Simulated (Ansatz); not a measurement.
CH6ClFO2Si2, SMILES `CO[SiH](F)O[SiH2]Cl`. Charge 0, multiplicity 1. The geometry is a stationary point of PBE0-D4/def2-TZVP. It is one conformer, not always the lowest.

```xyz
13

C     1.916    0.469    0.850
O     0.860   -0.352    1.304
Si   -0.718   -0.027    1.204
F    -1.456   -1.281    1.826
O    -1.217    0.164   -0.329
Si   -1.348   -0.406   -1.844
Cl    0.519   -0.659   -2.660
H     1.938    0.510   -0.242
H     1.830    1.487    1.245
H     2.853    0.038    1.205
H    -1.103    1.180    1.952
H    -2.059    0.599   -2.658
H    -2.017   -1.723   -1.852
```

(1) What is the dipole moment at ωB97M-V/def2-TZVPP? (Estimate.)

(2) And with PBE, r2SCAN, B3LYP? (An estimate is asked.)

(3) Give the Mulliken charges with ωB97M-V, r2SCAN, PBE in def2-TZVPP. (Best estimate.)

Results:

(1) Computed: 1.76 D, with components (0.39, 1.65, -0.47) D in this frame, pointing from negative to positive charge.

(2) Ansatz gave: PBE 1.66 D, r2SCAN 1.71 D, B3LYP 1.78 D.

(3) Ansatz gave: 
```tsv
atom	ωB97M-V	r2SCAN	PBE
C1	-0.18	0.00	-0.14
O2	-0.34	-0.36	-0.28
Si3	0.69	0.76	0.62
F4	-0.30	-0.31	-0.27
O5	-0.36	-0.39	-0.27
Si6	0.43	0.58	0.46
Cl7	-0.22	-0.25	-0.22
H8	0.11	0.06	0.09
H9	0.12	0.06	0.10
H10	0.13	0.07	0.11
H11	-0.05	-0.09	-0.09
H12	-0.02	-0.07	-0.05
H13	-0.02	-0.06	-0.05
```

B3LYP here is the variant with VWN-RPA as its local correlation; programs differ in this.
